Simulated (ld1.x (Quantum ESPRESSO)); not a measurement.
## tin: one change to a TM potential, before and after

| Item | Value |
| --- | --- |
| Element | tin |
| Generator | ld1.x (Quantum ESPRESSO) 7.5 |
| Type | norm-conserving Troullier–Martins (Kleinman–Bylander form) |
| Functional | PBEsol |
| Relativity | fully relativistic |
| Frozen core | [Kr] 4d10 |
| Valence charge | 4 |
| Reference configuration | 5s2 5p2 |
| Partial waves | 5s (bound): rc 1.45 bohr; 5p (bound): rc 1.80 bohr; 5d channel at 0.35 Ry: rc 1.95 bohr |
| Local potential | all-electron potential smoothed inside 1.25 bohr (lloc = -1) |
| Core correction | none |

Open shells are filled in proportion to 2j + 1 (rel_dist='average').

Change: scalar-relativistic.

Cutoffs: the cutoffs (Ry, on a coarse ladder) from which the occupation-weighted sum of valence levels, in a spherical-Bessel basis at the reference potential, stays within 10 and 1 mRy of its value at 400 Ry; they do not see the model core or the augmentation charge, which bear on the density cutoff. Errors are all-electron minus pseudo energies relative to the spin-unpolarised reference configuration.

Question: What does the change do?

Answer: The potential gets neither clearly harder nor softer (45 Ry and 160 Ry → 45 Ry and 160 Ry); both files keep a bound ghost (d, p, s); of the 7 tests that both files solve, the error grows in 3 and shrinks in 2 by more than 15 % and 0.3 meV (median size 6.1 → 2.3 meV).

```csv
quantity,base,changed
"cutoff, loose",45 Ry,45 Ry
"cutoff, tight",160 Ry,160 Ry
bound ghosts,"d3/2, d5/2, s, p3/2, p1/2","d, s, p"
"error for 5s2 5p1, meV [ΔE 6.91 → 6.90 eV]",-6.1,-7.8
"error for 5s2 5p0, meV [ΔE 20.90 → 20.87 eV]",-21,-26
"error for 5s1 5p0, meV [ΔE 51.91 → 51.88 eV]",+9.3,-1.9
"error for 5s2 5p1.5, meV [ΔE 2.63 → 2.63 eV]",-1.3,-1.9
"error for 5s1 5p3, meV [ΔE 6.99 → 7.01 eV]",+19,+18
"error for 5s1 5p2, meV [ΔE 14.58 → 14.58 eV]",+4.4,+2.3
"error for 5s2 5p2.3, meV [ΔE -0.86 eV]",-0.3,-0.1
s: phases at 2.16 bohr within 0.05 rad from the reference energy up to (Ry; the scan ends near 5),4.1,4.1
```

 A true bound ghost makes a file unfit for plane-wave use even where its test errors are small: the radial tests pick states by their node count and pass the ghost by.
